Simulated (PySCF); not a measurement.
# Electron affinity of Sc by level of theory

Sc⁻ [Ar] 3d2 4s2 (3F) → Sc [Ar] 3d1 4s2 (2D), as a difference of total energies. Computed with PySCF 2.14 in def2-QZVPPD (11s6p5d3f2g, 93 functions), with no relativity, point nucleus. Correlated levels: valence and next inner shell: [Ne] frozen. The calculations carry no spin-orbit coupling.

```json
{"method": "UHF", "electron affinity (eV)": "-1.364"}
{"method": "MP2 (valence and next inner shell)", "electron affinity (eV)": "-0.841"}
{"method": "SCS-MP2 (valence and next inner shell)", "electron affinity (eV)": "-1.037"}
{"method": "CCSD (valence and next inner shell)", "electron affinity (eV)": "-0.708"}
{"method": "CCSD(T) (valence and next inner shell)", "electron affinity (eV)": "-0.559"}
```

The configuration of this anion was assumed by filling the next shell in order. It is not the known or likely ground configuration (Ca⁻, Sr⁻ and Ba⁻, for instance, bind a p electron), so these values are not the electron affinity of the element.

A negative affinity means that the anion lies above the atom at that level of theory.

The coupled-cluster amplitudes are large for Sc⁻ (T1 above 0.03 or a double amplitude above 0.15), so a single reference is strained.
